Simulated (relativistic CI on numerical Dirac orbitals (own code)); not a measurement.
# Cr⁴⁺: M2,3 absorption edge

Computed with this model: Dirac-Coulomb-Breit CI, separate exchange-only KLI orbitals for each configuration, a model potential for QED, valence Slater integrals scaled by 0.7, multiplet model of core-to-valence dipole absorption; configurations [Ar] 3d2 → [Ne] 3s2 3p5 3d3; 80 K; Lorentzian 0.48 eV and Gaussian 0.3 eV FWHM. Energies are those of the free ion, without screening or charge transfer. The branching ratio is the share of the lower-energy edge in the whole absorption, uncertain by about 0.02 where the edges overlap. S is read from ⟨S²⟩ = S(S + 1).

Field parameters in Wybourne normalisation: Oh B⁴₀ = 21Dq, B⁴₄ = √(5/14) B⁴₀. The field is a parameter set, without covalency.

Peaks in eV (height, largest 100): 49.4 (10), 52.3 (58), 55.7 (15), 57.5 (100), 60.3 (52).

Which surroundings give this spectrum?
A. Oh, 10Dq = 5000 cm⁻¹
B. Oh, 10Dq = 23850 cm⁻¹
C. free ion
D. Oh, 10Dq = 17550 cm⁻¹

A. Oh, 10Dq = 5000 cm⁻¹, where the ground state has S = 1.00.
